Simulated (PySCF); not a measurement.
Computed vibrations of [Nd(H2O)2]3+

[Nd(H2O)2]3+ (singlet in the valence; each metal's 4f electrons, 3 of them, lie in its core potential, out of spins and levels). PySCF 2.14.0, RKS BP86, Nd lcecp-1-SVP with ECP49, O def2-SVP, H def2-SVP; non-relativistic Hamiltonian with scalar-relativistic core potentials where named; density fitting; no spin-orbit coupling. Central differences of gradients.

```xyz
7

Nd    0.0342    0.2556   -0.0014
O    -0.0524   -0.9704    1.9332
H    -0.0068   -0.6288    2.8786
H    -0.1487   -1.9617    2.0652
O    -0.2072   -0.9707   -1.9225
H    -0.0625   -1.9518   -2.0840
H    -0.4746   -0.6373   -2.8339
```

Run from Python with OMP_NUM_THREADS=2. Where DIIS fails, smearing, a level shift and second-order steps follow.
It took 88 s on 2 threads of Arm Neoverse V2 (shared host).

What are the harmonic wavenumbers and infrared intensities?

Negative numbers are unstable modes, those under 60 cm⁻¹ near the noise; a finer grid moves soft modes by up to 10 cm⁻¹.
```json
{"cm⁻¹": "24", "km/mol": "1.1", "symmetry": ""}
{"cm⁻¹": "78", "km/mol": "4.0", "symmetry": ""}
{"cm⁻¹": "91", "km/mol": "1.2", "symmetry": ""}
{"cm⁻¹": "412", "km/mol": "3.9", "symmetry": ""}
{"cm⁻¹": "420", "km/mol": "29.2", "symmetry": ""}
{"cm⁻¹": "616", "km/mol": "48.0", "symmetry": ""}
{"cm⁻¹": "640", "km/mol": "108.7", "symmetry": ""}
{"cm⁻¹": "667", "km/mol": "30.4", "symmetry": ""}
{"cm⁻¹": "683", "km/mol": "747.1", "symmetry": ""}
{"cm⁻¹": "1611", "km/mol": "193.1", "symmetry": ""}
{"cm⁻¹": "1615", "km/mol": "68.8", "symmetry": ""}
{"cm⁻¹": "3344", "km/mol": "1302.3", "symmetry": ""}
{"cm⁻¹": "3360", "km/mol": "52.4", "symmetry": ""}
{"cm⁻¹": "3382", "km/mol": "72.6", "symmetry": ""}
{"cm⁻¹": "3389", "km/mol": "897.8", "symmetry": ""}
```

Is this a minimum?

Yes, within the noise of the softest modes. Ideal gas at 298.15 K and 1 bar: S = 364.1 J/(mol K), Cp = 85.9 J/(mol K), H − H(0 K) = 19.2 kJ/mol (rigid rotor, harmonic modes, spin degeneracy alone, that of the 4f electrons in the core included; the modes under 60 cm⁻¹ make these uncertain).

An lcecp potential fixes the number of 4f electrons, so in runs with it no electron can move into or out of that shell.
